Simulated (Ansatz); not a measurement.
Relaxation of BH$_{2}$IOSi (6 atoms, charge 0, multiplicity 1), to a largest force component of 0.02 eV/Å in at most 40 steps.

The calculation used RKS PBE0-D4/def2-SVP in Ansatz.

```xyz
6
Properties=species:S:1:pos:R:3:forces:R:3
I -1.417 -2.735 0.278 0.05 1.35 -1.03
B -0.613 -0.801 -0.462 1.15 4.13 1.57
O -0.827 0.637 -0.730 -0.64 -4.15 0.03
Si 0.712 0.643 0.146 -2.28 -2.52 0.01
H 1.775 0.941 -0.748 1.16 0.85 -0.49
H 0.413 1.250 1.470 0.56 0.34 -0.10
```

**Question.** Where does it end, and by what steps?

**Answer.** The forces met the threshold. After 7 steps the energy has fallen by 1.305 eV; I1 moved furthest, 0.41 Å.

```
step  energy less start (eV)  largest force component (eV/Å)  accepted
   0                  0.0000                           4.150       yes
   1                 -0.9726                           3.011       yes
   2                 -1.2472                           1.022       yes
   3                 -1.2926                           0.247       yes
   4                 -1.3027                           0.190       yes
   5                 -1.3030                           0.182       yes
   6                 -1.3052                           0.037       yes
   7                 -1.3053                           0.014       yes
```

```xyz
6
Properties=species:S:1:pos:R:3
I -1.524 -2.700 -0.117
B -0.560 -0.827 -0.098
O -0.888 0.353 -0.612
Si 0.693 0.576 0.214
H 1.746 0.976 -0.758
H 0.576 1.558 1.326
```

Time of the run: 22 s on 1 thread of Intel(R) Xeon(R) Platinum 8375C CPU @ 2.90GHz (Ice Lake), with other jobs on the host, peak memory 0.16 GiB.
